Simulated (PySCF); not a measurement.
SMILES C=CCCC=C, singlet, GFN2-xTB optimised geometry.

```
16

C      2.01    -0.83     0.00
C      0.69    -0.83     0.00
C     -0.16     0.40     0.00
C     -1.01     0.48    -1.27
C     -1.88     1.70    -1.27
C     -1.80     2.68    -2.16
H      2.58    -1.74    -0.01
H      2.58     0.09     0.01
H      0.15    -1.76    -0.02
H      0.47     1.29     0.07
H     -0.82     0.39     0.87
H     -1.65    -0.41    -1.33
H     -0.36     0.49    -2.15
H     -2.58     1.76    -0.45
H     -1.10     2.64    -2.98
H     -2.44     3.54    -2.11
```

Density from PBE/def2-TZVP run with PySCF at that geometry.

Minimum of the electron density along straight lines between bonded atoms, close to the bond critical point (lines longer than 1.1 times the sum of covalent radii, or with two minima, are not listed):

```json
[
 {"bond": "C1–C2", "length / Å": "1.319", "ρ at the minimum / e bohr⁻³": "0.357", "∇²ρ there / e bohr⁻⁵": "-1.08", "position (fraction from the first atom)": "0.50"},
 {"bond": "C2–C3", "length / Å": "1.494", "ρ at the minimum / e bohr⁻³": "0.260", "∇²ρ there / e bohr⁻⁵": "-0.66", "position (fraction from the first atom)": "0.51"},
 {"bond": "C3–C4", "length / Å": "1.538", "ρ at the minimum / e bohr⁻³": "[?]", "∇²ρ there / e bohr⁻⁵": "[?]", "position (fraction from the first atom)": "0.50"},
 {"bond": "C4–C5", "length / Å": "1.494", "ρ at the minimum / e bohr⁻³": "0.260", "∇²ρ there / e bohr⁻⁵": "-0.66", "position (fraction from the first atom)": "0.49"},
 {"bond": "C5–C6", "length / Å": "1.319", "ρ at the minimum / e bohr⁻³": "0.357", "∇²ρ there / e bohr⁻⁵": "-1.08", "position (fraction from the first atom)": "0.50"},
 {"bond": "C1–H7", "length / Å": "1.077", "ρ at the minimum / e bohr⁻³": "0.285", "∇²ρ there / e bohr⁻⁵": "-0.99", "position (fraction from the first atom)": "0.64"},
 {"bond": "C1–H8", "length / Å": "1.078", "ρ at the minimum / e bohr⁻³": "0.284", "∇²ρ there / e bohr⁻⁵": "-0.99", "position (fraction from the first atom)": "0.64"},
 {"bond": "C2–H9", "length / Å": "1.083", "ρ at the minimum / e bohr⁻³": "0.283", "∇²ρ there / e bohr⁻⁵": "-0.98", "position (fraction from the first atom)": "0.64"},
 {"bond": "C3–H10", "length / Å": "1.092", "ρ at the minimum / e bohr⁻³": "0.278", "∇²ρ there / e bohr⁻⁵": "-0.94", "position (fraction from the first atom)": "0.64"},
 {"bond": "C3–H11", "length / Å": "1.094", "ρ at the minimum / e bohr⁻³": "0.274", "∇²ρ there / e bohr⁻⁵": "-0.91", "position (fraction from the first atom)": "0.64"},
 {"bond": "C4–H12", "length / Å": "1.094", "ρ at the minimum / e bohr⁻³": "0.274", "∇²ρ there / e bohr⁻⁵": "-0.91", "position (fraction from the first atom)": "0.64"},
 {"bond": "C4–H13", "length / Å": "1.092", "ρ at the minimum / e bohr⁻³": "0.278", "∇²ρ there / e bohr⁻⁵": "-0.94", "position (fraction from the first atom)": "0.64"},
 {"bond": "C5–H14", "length / Å": "1.083", "ρ at the minimum / e bohr⁻³": "0.283", "∇²ρ there / e bohr⁻⁵": "-0.98", "position (fraction from the first atom)": "0.64"},
 {"bond": "C6–H15", "length / Å": "1.078", "ρ at the minimum / e bohr⁻³": "0.284", "∇²ρ there / e bohr⁻⁵": "-0.99", "position (fraction from the first atom)": "0.64"},
 {"bond": "C6–H16", "length / Å": "1.077", "ρ at the minimum / e bohr⁻³": "0.285", "∇²ρ there / e bohr⁻⁵": "-0.99", "position (fraction from the first atom)": "0.64"}
]
```

Task: What belongs in the gaps?

Result: 
- C3–C4, ρ at the minimum / e bohr⁻³: 0.235
- C3–C4, ∇²ρ there / e bohr⁻⁵: -0.54
